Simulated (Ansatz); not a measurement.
Program: Ansatz 0.2.0.

A structure relaxed at PBE0-D4/def2-TZVP, charge 0, multiplicity 2:

```xyz
7

N    -0.681    0.150   -0.763
Si    0.454   -0.254    0.454
O     0.626    1.200    1.158
F    -0.160   -1.327    1.450
H    -1.551    0.592   -0.501
H    -0.359    0.477   -1.662
H     1.671   -0.838   -0.136
```

Q: Give its formula and SMILES.

A: FH3NOSi, `N[SiH]([O])F`.

Q: Summarise the bond lengths by kind.

A: 1 × N–Si 1.714 Å; 2 × H–N 1.009 to 1.010 Å; 1 × O–Si 1.624 Å; 1 × F–Si 1.587 Å; 1 × H–Si 1.473 Å.
